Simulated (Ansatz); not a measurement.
One geometry of ClGeH₃OSi, SMILES `Cl[SiH]1[O][GeH2]1`, several functionals.

```yaml
crystal:
  periodic: [false, false, false]
  atoms:
    - {symbol: Cl, position_ang: [0.946668, -2.488778, 0.655655]}
    - {symbol: Si, position_ang: [-0.269326, -1.038189, -0.101796]}
    - {symbol: O, position_ang: [0.399821, 0.013176, -1.157412]}
    - {symbol: Ge, position_ang: [0.044767, 1.152857, 0.326895]}
    - {symbol: H, position_ang: [-1.537989, -1.691914, -0.484359]}
    - {symbol: H, position_ang: [-0.900248, 2.274099, -0.128214]}
    - {symbol: H, position_ang: [1.377507, 1.710650, 0.843530]}
basis:
  gaussian: {orbitals: def2-TZVPP}
hamiltonian: {xc: {name: B3LYP}, dispersion: d4}
output: {forces: true, orbitals: {seedname: orbitals}}
```

```sh
$ ansatz run in.yaml --threads 4 --pin off --events-out ev --progress --plain
```

Shortened log:

```
Functional definition: B3LYP
1321 factors; their error is unknown
mean field evaluation 1: about -79012.2892 eV, gradient 6.7e1 eV
mean field evaluation 2: about -78947.2364 eV, gradient 1.8e2 eV
mean field evaluation 4: about -79019.4981 eV, gradient 9.5e0 eV
mean field evaluation 8: about -79019.6392 eV, gradient 2.0e-1 eV
mean field evaluation 16: about -79019.8896 eV, gradient 9.1e-5 eV
mean field -79019.88960453 eV, -2903.9273813616 hartree, gradient 2.4e-5 eV, S^2 0.000000; 0 other end points of the search recorded, 0 dependent functions left out
reference -79019.88987762 eV, -2903.9273913976 hartree; 37, 37 occupied and 168, 168 virtual orbitals, 1321 factors
Total energy: -79020.19580515 eV, -2903.9386340268 hartree
Atom 0 at     0.946668    -2.488778     0.655655 Å, force     0.132477    -0.164170     0.084285 eV/Å
Atom 1 at    -0.269326    -1.038189    -0.101796 Å, force    -0.237727    -0.105993    -0.115868 eV/Å
Atom 2 at     0.399821     0.013176    -1.157412 Å, force     0.063380    -0.098601    -0.214004 eV/Å
Atom 3 at     0.044767     1.152857     0.326895 Å, force    -0.048937     0.276870     0.246454 eV/Å
Atom 4 at    -1.537989    -1.691914    -0.484359 Å, force     0.069901     0.044764     0.023961 eV/Å
Atom 5 at    -0.900248     2.274099    -0.128214 Å, force     0.002805     0.027036    -0.016395 eV/Å
Atom 6 at     1.377507     1.710650     0.843530 Å, force     0.018102     0.020094    -0.008433 eV/Å
Dipole moment:    -0.253629     0.180433     0.270318 e Å
```

Run time 4.2 s (4 threads of a server CPU on a shared host); peak host memory 0.61 GiB.

The same input with `hamiltonian: {xc: {name: B2PLYP}}` and no forces (abridged; 4.7 s):

```
Functional definition: B2PLYP
mean field evaluation 16: about -78992.4128 eV, gradient 2.8e-4 eV
mean field -78992.41280996 eV, -2902.9176277856 hartree, gradient 1.3e-6 eV, S^2 0.000000
20 core orbitals not correlated: weight in the atoms' cores, before any rotation towards them, 1.000 or more for the frozen orbitals, at most 0.000 for the correlated occupied ones
second order -26.57193682 eV of doubles, -0.00000000 eV of singles
Total energy: -78999.58740713 eV, -2903.1812893685 hartree
```

Changing it to `hamiltonian: {xc: r2scan, dispersion: d4}` (abridged; 5 s):

```
Functional definition: r2SCAN
mean field evaluation 16: about -79015.0495 eV, gradient 1.2e-4 eV
mean field -79015.04948154 eV, -2903.7495101225 hartree, gradient 1.4e-5 eV, S^2 0.000000
Total energy: -79015.09090960 eV, -2903.7510325756 hartree
Atom 0 force     0.038105    -0.049277     0.014155 eV/Å
Atom 1 force    -0.086511    -0.046235     0.058437 eV/Å
Atom 2 force     0.071425     0.021724    -0.163223 eV/Å
Atom 3 force    -0.057872     0.102519     0.160227 eV/Å
Atom 4 force     0.015258     0.012468    -0.002646 eV/Å
Atom 5 force     0.049517    -0.027069    -0.018353 eV/Å
Atom 6 force    -0.029922    -0.014130    -0.048596 eV/Å
Dipole moment:    -0.232479     0.176605     0.236783 e Å
```

With the line `hamiltonian: {xc: {name: revPBE}, dispersion: d4}` and no forces (abridged; 1.8 s):

```
Functional definition: revPBE
mean field evaluation 16: about -79008.7182 eV, gradient 1.6e-4 eV
mean field -79008.71818030 eV, -2903.5168390932 hartree, gradient 4.1e-5 eV, S^2 0.000000
Total energy: -79009.20194344 eV, -2903.5346170610 hartree
```

Changing it to `hamiltonian: {xc: {name: wB97X-V}}` and no forces (abridged; 7.5 s):

```
Functional definition: wB97X-V
mean field evaluation 16: about -79008.6765 eV, gradient 4.8e-5 eV
mean field -79008.67654826 eV, -2903.5153091443 hartree, gradient 1.3e-5 eV, S^2 0.000000
Total energy: -79008.67654637 eV, -2903.5153090746 hartree
```

Changing it to `hamiltonian: {xc: hse06, dispersion: d4}` and no forces (abridged; 3.2 s):

```
Functional definition: HSE06
mean field evaluation 16: about -79000.4861 eV, gradient 2.2e-4 eV
mean field -79000.48608340 eV, -2903.2143151121 hartree, gradient 2.7e-5 eV, S^2 0.000000
Total energy: -79000.63569377 eV, -2903.2198131920 hartree
```

B3LYP takes the VWN-RPA correlation (the form of Gaussian; ORCA's B3LYP/G).

HSE06 is the plane-wave form, built on full-range PBE exchange.
